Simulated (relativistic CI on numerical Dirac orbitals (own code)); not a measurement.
## Radial parameters of Nd⁴³⁺

Computed by Dirac-Coulomb-Breit CI, KLI orbitals optimised for each configuration, a model potential for QED, unscaled Slater integrals (own radial code, finite nucleus).

Slater integrals F^k, G^k are unscaled and averaged over j, outside the closed core [Ne]; ζ comes from projecting the Hamiltonian with its Breit term on Σ l·s of the shell.

- 3s2.3p5: ζ(3p) = 690820 cm⁻¹; <r>(3p) = 0.2377, <r^2>(3p) = 0.0653 (bohr units).
- 3s2.3p4.3d: F^2(3p,3p) = 413980, ζ(3p) = 690090, F^2(3p,3d) = 416860, G^1(3p,3d) = 436130, G^3(3p,3d) = 293930, ζ(3d) = 93766 cm⁻¹; <r>(3p) = 0.2379, <r^2>(3p) = 0.06541, <r>(3d) = 0.2105, <r^2>(3d) = 0.05117 (bohr units).
- 3s.3p5.3d: G^1(3s,3p) = 523530, ζ(3p) = 689890, G^2(3s,3d) = 328430, F^2(3p,3d) = 416630, G^1(3p,3d) = 436030, G^3(3p,3d) = 293820, ζ(3d) = 94235 cm⁻¹; <r>(3s) = 0.2444, <r^2>(3s) = 0.06812, <r>(3p) = 0.238, <r^2>(3p) = 0.06549, <r>(3d) = 0.2107, <r^2>(3d) = 0.05125 (bohr units).

Averages of the first 10 configurations, taken without configuration mixing, which lowers the lowest level and can move excited configurations by several eV; other configurations of the list can lie among them:

| Configuration | Parity | States | Average energy above the lowest level (eV) |
| --- | --- | --- | --- |
| 3s2.3p5 | odd | 6 | 51.5 |
| 3s.3p6 | even | 2 | 294.3 |
| 3s2.3p4.3d | even | 150 | 302.2 |
| 3s.3p5.3d | odd | 120 | 537.2 |
| 3p6.3d | even | 10 | 790.2 |
| 3s.3p4.3d2 | even | 1350 | 787.0 |
| 3s2.3p3.3d.4p | even | 1200 | 1947.6 |
| 3p6.4s | even | 2 | 2098.2 |
| 3s.3p4.3d.4s | even | 600 | 2084.8 |
| 3s2.3p4.4s | even | 30 | 1607.4 |
